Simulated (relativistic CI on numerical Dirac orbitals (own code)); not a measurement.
Er²⁺: 4p photoemission

Computed with this model: Dirac-Coulomb-Breit CI, separate exchange-only KLI orbitals for each configuration, model QED (radiative potential, 1s self-energy scaled to tabulated hydrogen-like ionisation energies), valence Slater integrals scaled by 0.8, multiplet model of photoemission in the sudden approximation; configurations [Xe] 4f12 → [Ar] 3d10 4s2 4p5 4d10 4f12 5s2 5p6; 300 K; Lorentzian 3.5 eV and Gaussian 0.7 eV FWHM. Energies are those of the free ion, without screening or charge transfer. The energies are binding energies and can lie tens of eV above those of solids. S is read from ⟨S²⟩ = S(S + 1).

free ion: ground-state S = 0.99, centroid 356.98 eV. Peaks (eV, height): 340.0 (100), 346.0 (52), 386.4 (70).

Strongest unbroadened transitions for free ion:

```tsv
Energy (eV)	Relative strength
339.58	100.0
340.40	10.5
340.42	49.8
340.44	6.3
340.73	15.4
341.79	23.7
342.47	1.9
342.88	19.5
343.58	7.7
344.62	6.5
345.65	17.3
346.02	18.9
346.31	14.5
347.27	31.5
385.70	46.2
386.20	28.5
387.12	78.1
389.31	8.9
```
